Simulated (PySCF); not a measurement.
## LiBi⁻ at UHF-CCSD(T)

Level: UHF-CCSD(T). basis Li aug-cc-pVDZ, Bi aug-cc-pVDZ-PP with ECP60; scalar-relativistic core potentials; PySCF 2.14.

```json
{
 "state": "⁴Σ⁻ (quartet), unpaired electrons σ ↑, π ↑↑",
 "bond length": "2.850 Å",
 "harmonic wavenumber": "287 cm⁻¹",
 "force constant": "0.329 mdyn/Å",
 "rotational constant Be": "0.3057 cm⁻¹",
 "anharmonicity ωexe": "2.63 cm⁻¹",
 "vibration–rotation constant αe": "0.00377 cm⁻¹"
}
```

Correlated steps freeze 4 core orbitals. Spin–orbit coupling is left out, which matters for elements this heavy, above all for dissociation energies. The state is the lowest determinant that a PBE0 search found; another state may lie lower at other levels.
